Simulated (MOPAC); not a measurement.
Job for MOPAC: PM6 on FHOTe (SMILES O[Te]F), a point of a torsion scan.

```
PM6 1SCF PRECISE CHARGE=0 THREADS=1
FHOTe

O     -1.04416831 1     0.16465259 1     0.34150651 1
Te     0.60391063 1     1.03295728 1    -0.21217135 1
F      1.67966041 1    -0.61090090 1     0.09076562 1
H     -1.23981838 1    -0.58756821 1    -0.22280653 1
```

The log:

```
*******************************************************************************
 **                                                                           **
 **                              MOPAC v23.2.5                                **
 **                                                                           **
 *******************************************************************************
 ** MOPAC's Digital Object Identifier: https://doi.org/10.5281/zenodo.6511958 **
 **                                                                           **
 ** Please cite the open-source release paper for use of this MOPAC version:  **
 ** J. E. Moussa and J. J. P. Stewart (2026)                                  **
 ** MOPAC: An open-source semiempirical molecular orbital program             **
 ** J. Open Source Softw., 11(119), 8025, https://doi.org/10.21105/joss.08025 **
 *******************************************************************************

                              PM6 CALCULATION RESULTS

 *******************************************************************************
 *  PM6        - The PM6 Hamiltonian to be used
 *
 *
 *
 *                 CHARGE ON SYSTEM = 0
 *
 *
 *
 *  PRECISE    - TIGHTER CRITERIA TO BE USED
 *  1SCF       - DO 1 SCF AND THEN STOP
 *  THREADS=1  - MULTI-THREADING NOT USED
 *  T=         - A TIME OF 172800.0 SECONDS REQUESTED
 *  DUMP=N     - RESTART FILE WRITTEN EVERY 7200.0 SECONDS REQUESTED
 *******************************************************************************
PM6 1SCF PRECISE CHARGE=0 THREADS=1
 FHOTe

   ATOM   CHEMICAL          X               Y               Z
  NUMBER   SYMBOL      (ANGSTROMS)     (ANGSTROMS)     (ANGSTROMS)

     1       O         -1.04416831  *   0.16465259  *   0.34150651  *
     2      Te          0.60391063  *   1.03295728  *  -0.21217135  *
     3       F          1.67966041  *  -0.61090090  *   0.09076562  *
     4       H         -1.23981838  *  -0.58756821  *  -0.22280653  *



          CARTESIAN COORDINATES

    NO.       ATOM           X           Y           Z

     1         O         -1.0442      0.1647      0.3415
     2        Te          0.6039      1.0330     -0.2122
     3         F          1.6797     -0.6109      0.0908
     4         H         -1.2398     -0.5876     -0.2228

 General Reference for PM6:
 "Optimization of Parameters for Semiempirical Methods V: Modification of NDDO Approximations
 and Application to 70 Elements", J. J. P. Stewart, J. Mol. Mod., 13, 1173-1213 (2007)
 URL: https://link.springer.com/article/10.1007/s00894-007-0233-4

           Empirical Formula: H O Te F  =     4 atoms



      MOLECULAR POINT GROUP   :   C1


      RHF CALCULATION, NO. OF DOUBLY OCCUPIED LEVELS = 10


 -------------------------------------------------------------------------------
 PM6 1SCF PRECISE CHARGE=0 THREADS=1
 FHOTe



     1SCF WAS SPECIFIED, SO BFGS WAS NOT USED
     SCF FIELD WAS ACHIEVED


                              PM6 CALCULATION
                                                       MOPAC v23.2.5 Linux




          FINAL HEAT OF FORMATION =        -84.88341 KCAL/MOL =    -355.15218 KJ/MOL


          COSMO AREA              =         94.66 SQUARE ANGSTROMS
          COSMO VOLUME            =         80.57 CUBIC ANGSTROMS

          IONIZATION POTENTIAL    =          9.217704 EV
          HOMO LUMO ENERGIES (EV) =         -9.218 -1.859
          NO. OF FILLED LEVELS    =         10
          MOLECULAR WEIGHT        =        163.6057         POINT GROUP:  C1

          MOLECULAR DIMENSIONS (Angstroms)

            Atom       Atom       Distance
            H     4    F     3     2.93636
           Te     2    H     4     1.64563
            O     1    F     3     0.62211


          SCF CALCULATIONS        =          1





   ATOM   CHEMICAL          X               Y               Z
  NUMBER   SYMBOL      (ANGSTROMS)     (ANGSTROMS)     (ANGSTROMS)

     1       O         -1.04416831  *   0.16465259  *   0.34150651  *
     2      Te          0.60391063  *   1.03295728  *  -0.21217135  *
     3       F          1.67966041  *  -0.61090090  *   0.09076562  *
     4       H         -1.23981838  *  -0.58756821  *  -0.22280653  *

                             CARTESIAN COORDINATES

   1    O       -1.044168310     0.164652590     0.341506510
   2   Te        0.603910630     1.032957280    -0.212171350
   3    F        1.679660410    -0.610900900     0.090765620
   4    H       -1.239818380    -0.587568210    -0.222806530


           Empirical Formula: H O Te F  =     4 atoms



      MOLECULAR POINT GROUP   :   C1


                  EIGENVALUES
 -72.81821 -38.43322 -28.81564 -17.53720 -15.11240 -14.79152 -13.90833 -13.00854
 -12.27874  -9.21770  -1.85933  -1.71503   5.25669


              NET ATOMIC CHARGES AND DIPOLE CONTRIBUTIONS

  ATOM NO.   TYPE          CHARGE      No. of ELECS.   s-Pop       p-Pop
    1          O          -0.713116        6.7131     1.72795     4.98517
    2         Te           0.831143        5.1689     1.98331     3.18555
    3          F          -0.464348        7.4643     1.96874     5.49561
    4          H           0.346322        0.6537     0.65368
 DIPOLE           X         Y         Z       TOTAL
 POINT-CHG.     0.179     3.945    -2.590     4.722
 HYBRID        -0.166    -0.592    -0.044     0.617
 SUM            0.013     3.352    -2.634     4.263


          ATOMIC ORBITAL ELECTRON POPULATIONS

     Atom    s        px        py        pz
    1  O   1.72795   1.64780   1.57117   1.76619
    2 Te   1.98331   0.56289   0.79987   1.82278
    3  F   1.96874   1.83206   1.67454   1.98900
    4  H   0.65368

 **********************
 *                    *
 * JOB ENDED NORMALLY *
 *                    *
 **********************




 == MOPAC DONE ==
```

The run finished.

Cost: very roughly 0.020 core-seconds.
